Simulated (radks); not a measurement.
The numbers below are computed, except where a source is named.
Ho52+, configuration [Ne] 3s2 3p3. Code: a radial shooting solver on a logarithmic mesh with Libxc functionals. Model: Dirac Kohn-Sham, PBE, spin-unpolarised, spherical densities, finite nucleus; open shells fill j = l - 1/2 first; Fermi nuclear charge, rms radius 5.2022 fm. Some entries of the table are withheld. Estimate them.

orbital,occ.,eigenvalue (hartree),<r> (bohr)
1s1/2,2,(1),0.02073
2s1/2,2,-473.4518,0.08648
2p1/2,2,(2),0.07196
2p3/2,4,(3),0.07886
3s1/2,2,-188.4036,0.2102
3p1/2,2,-182.9890,0.1981
3p3/2,1,-174.6211,0.2084

Answer. 
(1) 1s1/2 eigenvalue (hartree): -2175.481
(2) 2p1/2 eigenvalue (hartree): -458.7406
(3) 2p3/2 eigenvalue (hartree): -426.4669
